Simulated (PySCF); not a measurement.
Peak assignment

Mapped SMILES: `[CH2:1]=[CH:2][CH2:3]/[CH:4]=[CH:5]\[c:6]1[cH:7][cH:8][cH:9][cH:10][cH:11]1`. Each H is labelled by its parent atom. Ha(C1) is cis to C3; Hb(C1) is trans to C3.

Theory: shieldings: GIAO PBE0/pcSseg-1, GFN2-xTB geometry, in PySCF 2.14 (no solvent, a single conformation, rapidly exchanging positions averaged, relativity neglected).

Chemical shifts δ = σref − σ; TMS for 13C and 1H, all at this level.

Problem. Assign these signals to the numbered atoms. 13C{1H} NMR (computed): δ 146.5 (CH), 143.2 (C), 139.4 (CH), 138.5 (CH), 134.3 (CH), 133.8 (CH), 132.4 (CH), 122.6 (CH2), 39.5 (CH2).

Solution. 
```tsv
δ (ppm)	atoms	environment	reason
146.5	C2	alkene CH	the olefinic region
143.2	C6	substituted aromatic carbon	–
139.4	C4	alkene CH	the olefinic region
138.5	C5	alkene CH	–
134.3	C7/C11	aromatic CH	the aromatic region
133.8	C8/C10	aromatic CH	–
132.4	C9	aromatic CH	–
122.6	C1	terminal =CH2 carbon	as expected for a trigonal carbon in a double bond
39.5	C3	allylic sp3 CH2	aliphatic region, no heteroatom directly attached
```

C4 and C5; C7/C11 and C8/C10; C8/C10 and C9 lie closer than the usual error of such a calculation, so a measured spectrum could show them in the other order.

Problem. Assign these signals to the numbered atoms. 1H NMR (400 MHz, computed): δ 7.68 (m, 2H), 7.55 (m, 1H), 7.52 (m, 2H), 6.97 (d, 1H), 6.19 (m, 1H), 5.92 (m, 1H), 5.50 (m, 1H), 5.42 (m, 1H), 3.12 (m, 2H).

Solution. 
| δ (ppm) | atoms | environment | reason |
| --- | --- | --- | --- |
| 7.68 | H(C8)/H(C10) | hydrogen on an aromatic CH | the ring current deshields protons in the ring plane |
| 7.55 | H(C9) | hydrogen on an aromatic CH | – |
| 7.52 | H(C7)/H(C11) | hydrogen on an aromatic CH | – |
| 6.97 | H(C5) | hydrogen on an alkene CH | olefinic region |
| 6.19 | H(C2) | hydrogen on an alkene CH | – |
| 5.92 | H(C4) | hydrogen on an alkene CH | – |
| 5.50 | Ha(C1) | hydrogen on a terminal =CH2 carbon | a vinylic proton, deshielded by the sp2 carbon and the C=C anisotropy |
| 5.42 | Hb(C1) | hydrogen on a terminal =CH2 carbon | – |
| 3.12 | H(C3) | hydrogen on an allylic sp3 CH2 | allylic position |

H(C9) and H(C7)/H(C11); Ha(C1) and Hb(C1) lie closer than the usual error of such a calculation, so a measured spectrum could show them in the other order.

Shifts are as computed. Against solution values, carbons near 30 ppm lie about +3 ppm off and those near 130 ppm about +5 ppm. Of 1211 compounds with measured shifts, 218 miss one by over three times the rms of a fit or turn the order of signals round; such compounds aren't used in these exercises. No couplings were computed; multiplicities are counted from neighbouring protons, with m where these are inequivalent, close in shift, in a saturated or five-membered ring or joined by F or P, and br s for small geminal =CH2 splittings.
